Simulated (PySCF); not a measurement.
## Bonding in bis(trimethylamine) alane

Compound: bis(trimethylamine) alane, C6H21AlN2.
Atom-mapped SMILES: `[CH3:1][N+:2]([CH3:3])([CH3:4])[AlH3-2:5][N+:6]([CH3:7])([CH3:8])[CH3:9]` (hydrogens: H10, H11, H12 on C1; H13, H14, H15 on C3; H16, H17, H18 on C4; H19, H20, H21 on Al5; H22, H23, H24 on C7; H25, H26, H27 on C8; H28, H29, H30 on C9)

Geometry (PBE0-D3(BJ)/def2-SVP, Å), atoms numbered from 1 in this order:
```xyz
30
C6H21AlN2 angstrom
C     -2.5442   -1.5367    0.3623
N     -2.1426   -0.1400    0.4831
C     -2.3294    0.3361    1.8492
C     -2.8760    0.6945   -0.4618
Al    -0.0006    0.0000   -0.0014
N      2.1383    0.1416   -0.4821
C      2.2849    1.0328   -1.6278
C      2.6194   -1.1979   -0.8011
C      2.8308    0.6776    0.6843
H     -1.9420   -2.1490    1.0475
H     -3.6167   -1.6714    0.5998
H     -2.3544   -1.8824   -0.6633
H     -3.3937    0.2934    2.1498
H     -1.7356   -0.2840    2.5350
H     -1.9735    1.3729    1.9251
H     -2.5186    1.7309   -0.3849
H     -3.9645    0.6682   -0.2646
H     -2.6835    0.3410   -1.4842
H     -0.0499    1.6059    0.2594
H      0.3405   -1.0168    1.2226
H     -0.2953   -0.5900   -1.4896
H      1.8711    2.0191   -1.3764
H      3.3466    1.1464   -1.9185
H      1.7187    0.6276   -2.4780
H      3.6957   -1.1903   -1.0582
H      2.0481   -1.5971   -1.6507
H      2.4584   -1.8574    0.0628
H      2.6622    0.0141    1.5439
H      2.4205    1.6671    0.9287
H      3.9187    0.7681    0.5025
```

Bond orders from the PBE0/pcSseg-1 density (PySCF). Geometry: PBE0-D3(BJ)/def2-SVP; no solvent, vibrations or thermal averaging.

Task: How far do the computed orders between heavy atoms stray from the drawn ones?

Result: The largest departure is 0.731, at N2–Al5 (drawn single, 0.269) and Al5–N6 (drawn single, 0.270). Drawn single, order below 0.88: N2–Al5 (0.269) and Al5–N6 (0.270). The SMILES, with its formal charges, is one Lewis structure only.

Task: Give the Mayer order of every bond between heavy atoms, beside its length.

Result: 
```json
{"bond": "C1–N2", "drawn as": "single", "length (Å)": "1.458", "Mayer order": "0.921"}
{"bond": "N2–C3", "drawn as": "single", "length (Å)": "1.459", "Mayer order": "0.921"}
{"bond": "N2–C4", "drawn as": "single", "length (Å)": "1.458", "Mayer order": "0.921"}
{"bond": "N2–Al5", "drawn as": "single", "length (Å)": "2.201", "Mayer order": "0.269"}
{"bond": "Al5–N6", "drawn as": "single", "length (Å)": "2.197", "Mayer order": "0.270"}
{"bond": "N6–C7", "drawn as": "single", "length (Å)": "1.459", "Mayer order": "0.921"}
{"bond": "N6–C8", "drawn as": "single", "length (Å)": "1.459", "Mayer order": "0.921"}
{"bond": "N6–C9", "drawn as": "single", "length (Å)": "1.459", "Mayer order": "0.921"}
```

Task: And the bonds to hydrogen?

Result: C–H: 0.95 to 0.96 (18 bonds); Al–H: 0.82 to 0.83 (3 bonds).

Task: Sum the orders of all bonds at each heavy atom with more than one neighbour and set the sums beside the valence in the SMILES.

Result: C1 3.785 (drawn 4), N2 3.032 (drawn 4), C3 3.785 (drawn 4), C4 3.785 (drawn 4), Al5 3.016 (drawn 5), N6 3.033 (drawn 4), C7 3.785 (drawn 4), C8 3.785 (drawn 4), C9 3.785 (drawn 4). Orders between atoms that aren't bonded are not in these sums.

The Mayer order sums products of elements of PS (density times overlap matrix) between the two atoms' basis functions, so it depends on the basis set.
